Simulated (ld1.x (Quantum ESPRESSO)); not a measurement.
# Si (Z = 14): one change to a PAW potential, before and after

* Element: Si
* Generator: ld1.x (Quantum ESPRESSO) 7.5
* Type: PAW
* Functional: LDA (PZ)
* Relativity: scalar-relativistic
* Frozen core: [Ne]
* Valence charge: 4
* Reference configuration: 3s2 3p2
* Partial waves: 3s (bound): rcut 1.60, rcutus 1.95 bohr; 3s channel at 2.15 Ry: rcut 1.60, rcutus 1.95 bohr; 3p (bound): rcut 1.55, rcutus 2.15 bohr; 3p channel at 4.9 Ry: rcut 1.55, rcutus 2.15 bohr
* Local potential: all-electron potential smoothed inside 1.60 bohr (lloc = -1)
* Core correction: Bessel-smoothed model core, default radius (core density twice the valence density)
* Augmentation charge: PSQ, inside the norm-conserving radii

Change: waves 3p (bound): rcut 1.55, rcutus 2.90 bohr; 3p channel at 4.9 Ry: rcut 1.55, rcutus 2.90 bohr.

Cutoffs: the cutoffs (Ry, on a coarse ladder) from which the occupation-weighted sum of valence levels, in a spherical-Bessel basis at the reference potential, stays within 10 and 1 mRy of its value at 400 Ry; they do not see the model core or the augmentation charge, which bear on the density cutoff. Errors are all-electron minus pseudo energies relative to the spin-unpolarised reference configuration.

Q: Predict the effect on cutoff, ghosts and configuration errors.

A: The potential gets softer (8 Ry and 15 Ry → 6 Ry and 10 Ry); of the 9 tests that both files solve, the error grows in 0 and shrinks in 4 by more than 15 % and 0.3 meV (median size 1.1 → 0.5 meV); neither file shows a bound ghost. A larger radius leaves more room for a smooth pseudo-wave, so fewer plane waves are needed. That the errors move this way runs against the usual rule that smaller radii transfer better.

```tsv
quantity	base	changed
cutoff, loose	8 Ry	6 Ry
cutoff, tight	15 Ry	10 Ry
bound ghosts	none	none
error for 3s2 3p1, meV [ΔE 7.83 eV]	-1.1	+0.6
error for 3s2 3p0, meV [ΔE 23.94 eV]	-13	-13
error for 3s1 3p0, meV [ΔE 58.09 eV]	-72	-72
error for 3s2 3p2.3, meV [ΔE -0.96 eV]	0.0	+0.2
error for 3s2 3p1.5, meV [ΔE 2.96 eV]	-0.2	+0.3
error for 3s1 3p3, meV [ΔE 6.81 eV]	-0.7	-0.3
error for 3s0 3p4, meV [ΔE 13.78 eV]	-2.2	-0.4
error for 3s2 3p2 (spin-polarised), meV [ΔE -0.61 eV]	-0.5	-0.5
error for 3s2 3p1 (spin-polarised), meV [ΔE 7.62 eV]	-1.3	+0.5
lowest overlap eigenvalue by channel	s 0.46, p 0.66	s 0.46, p 0.84
```
